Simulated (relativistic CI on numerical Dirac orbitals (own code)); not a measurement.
# Forbidden lines of W19+

Calculated at this level of theory: Dirac-Coulomb-Breit CI, KLI orbitals optimised for each configuration, a model potential for QED, unscaled Slater integrals (own radial code, finite nucleus).

CI space (outside the closed core [Ar] 3d10): 4s2 4p6 4d10 4f9, 4s2 4p6 4d10 4f8 5s, 4s2 4p6 4d10 4f7 5s2, 4s2 4p6 4d10 4f7 5s 5p, 4s2 4p6 4d10 4f8 5p, 4s2 4p6 4d8 4f11, 4s2 4p6 4d10 4f8 6s, 4s2 4p5 4d10 4f10, 4p6 4d10 4f11. Levels of other configurations are missing.

| λ vac (nm) | Lower | Upper | Type | A (s⁻¹) | E lower (eV) | E upper (eV) |
| --- | --- | --- | --- | --- | --- | --- |
| 161.11 | 4s2 4p6 4d10 4f9 6H°_15/2 [1] | 4s2 4p6 4d10 4f9 4M°_15/2 [24] | M1 | 9.14e+01 | 0.0000 | 7.6955 |
| 186.21 | 4s2 4p6 4d10 4f9 6H°_15/2 [1] | 4s2 4p6 4d10 4f9 4I°_13/2 [19] | M1 | 6.76e+01 | 0.0000 | 6.6582 |
| 196.44 | 4s2 4p6 4d10 4f9 6H°_15/2 [1] | 4s2 4p6 4d10 4f9 4K°_17/2 [16] | M1 | 1.99e+01 | 0.0000 | 6.3117 |
| 207.97 | 4s2 4p6 4d10 4f9 6H°_11/2 [3] | 4s2 4p6 4d10 4f9 4I°_9/2 [27] | M1 | 6.96e+01 | 2.0936 | 8.0554 |
| 227.22 | 4s2 4p6 4d10 4f9 6F°_9/2 [4] | 4s2 4p6 4d10 4f9 4I°_9/2 [25] | M1 | 1.09e+02 | 2.3807 | 7.8372 |
| 236.26 | 4s2 4p6 4d10 4f9 6H°_11/2 [3] | 4s2 4p6 4d10 4f9 4I°_11/2 [23] | M1 | 1.39e+02 | 2.0936 | 7.3415 |
| 243.04 | 4s2 4p6 4d10 4f9 6H°_13/2 [2] | 4s2 4p6 4d10 4f9 4I°_13/2 [19] | M1 | 1.74e+02 | 1.5569 | 6.6582 |
| 246.34 | 4s2 4p6 4d10 4f9 6H°_9/2 [6] | 4s2 4p6 4d10 4f9 2F°_7/2 [28] | M1 | 1.58e+02 | 3.0387 | 8.0719 |
| 247.14 | 4s2 4p6 4d10 4f9 6H°_15/2 [1] | 4s2 4p6 4d10 4f9 4I°_15/2 [13] | M1 | 3.33e+02 | 0.0000 | 5.0168 |
| 269.69 | 4s2 4p6 4d10 4f9 6H°_7/2 [7] | 4s2 4p6 4d10 4f9 4D°_5/2 [26] | M1 | 1.97e+02 | 3.4503 | 8.0476 |
| 279.33 | 4s2 4p6 4d10 4f9 6F°_7/2 [8] | 4s2 4p6 4d10 4f9 4D°_5/2 [26] | M1 | 1.56e+02 | 3.6089 | 8.0476 |
| 286.77 | 4s2 4p6 4d10 4f9 6H°_13/2 [2] | 4s2 4p6 4d10 4f9 4G°_11/2 [15] | M1 | 4.79e+02 | 1.5569 | 5.8804 |
| 288.15 | 4s2 4p6 4d10 4f9 6H°_9/2 [6] | 4s2 4p6 4d10 4f9 4I°_11/2 [23] | M1 | 4.88e+01 | 3.0387 | 7.3415 |
| 317.45 | 4s2 4p6 4d10 4f9 6F°_5/2 [11] | 4s2 4p6 4d10 4f9 2F°_7/2 [28] | M1 | 1.01e+02 | 4.1663 | 8.0719 |
| 329.74 | 4s2 4p6 4d10 4f9 6H°_9/2 [6] | 4s2 4p6 4d10 4f9 4F°_7/2 [21] | M1 | 8.10e+01 | 3.0387 | 6.7987 |
| 358.34 | 4s2 4p6 4d10 4f9 6H°_13/2 [2] | 4s2 4p6 4d10 4f9 4I°_15/2 [13] | M1 | 2.40e+01 | 1.5569 | 5.0168 |
| 436.61 | 4s2 4p6 4d10 4f9 6F°_11/2 [5] | 4s2 4p6 4d10 4f9 4F°_9/2 [14] | M1 | 3.03e+02 | 2.6465 | 5.4862 |
| 462.86 | 4s2 4p6 4d10 4f9 4I°_15/2 [13] | 4s2 4p6 4d10 4f9 4M°_15/2 [24] | M1 | 2.13e+02 | 5.0168 | 7.6955 |
| 755.35 | 4s2 4p6 4d10 4f9 4I°_15/2 [13] | 4s2 4p6 4d10 4f9 4I°_13/2 [19] | M1 | 6.02e+01 | 5.0168 | 6.6582 |
| 796.36 | 4s2 4p6 4d10 4f9 6H°_15/2 [1] | 4s2 4p6 4d10 4f9 6H°_13/2 [2] | M1 | 9.50e+01 | 0.0000 | 1.5569 |

Terms are leading LS components. Brackets give the number of a level in order of energy, since labels repeat. The list gives strong lines, with weight on those to low levels, among the lowest 400 of 9460 levels, so that lines to higher ones, which can be the strongest, are missing. Levels whose partners in the same complex of configurations lie outside the list can be far off, and so can their lines. Rates are taken at the computed energies, electric ones in the length gauge.

At this charge energies of transitions that change n are usually good to better than 1 %, and those within a shell (Δn = 0) to a few per cent. Terms inside the open d or f shell come out 10 to 20 % too wide with unscaled integrals.

LS names give the leading component of a level, which can be under half, so a name can repeat, a term be missing and a line seem to break the LS rules.
